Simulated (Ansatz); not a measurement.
Consider the ligand exchange at the Si–C bond: `O/C([SiH3])=C\Cl` + `CB(O)F` → `CB(F)O[SiH3]` + `O/C=C\Cl`.

Gas-phase electronic energies from Ansatz, PBE0-D4/def2-TZVP geometries. CCSD(T)/CBS adds triple-zeta CCSD(T) − MP2 to the extrapolated MP2 energy (def2 sets, frozen cores). Double bonds are as drawn, so ΔE can hold a change between cis and trans. DFT in def2-TZVPP. B3LYP here is the variant with VWN-RPA as its local correlation; programs differ in this. Each species was taken in one conformer, which may not be the lowest.

| level | ΔE (kcal/mol) | difference from CCSD(T)/CBS |
| --- | --- | --- |
| PBE-D4 | -16.6 | 3.6 |
| r2SCAN-D4 | -19.6 | 0.6 |
| B3LYP-D4 | -20.3 | -0.1 |
| ωB97X-V | -20.4 | -0.2 |
| PBE | -17.0 | 3.2 |
| MP2/def2-TZVPP | -19.9 | 0.3 |
| CCSD(T)/def2-TZVPP | -20.0 | 0.2 |
| HF/def2-QZVPP | -26.4 | -6.2 |
| MP2/def2-QZVPP | -20.2 | 0.0 |
| SCS-MP2/def2-QZVPP | -21.4 | -1.2 |
| CCSD(T)/CBS | -20.2 | 0 |

Largest T1 diagnostic among the species: 0.013.

In def2-TZVPP, CCSD(T) changes the Hartree–Fock value by +6.0 kcal/mol (the triples alone add +1.0 kcal/mol) and MP2 by +6.1 kcal/mol. From PBE to PBE0 (25 % exact exchange), in def2-TZVPP and without D4, ΔE moves by −1.6 kcal/mol.
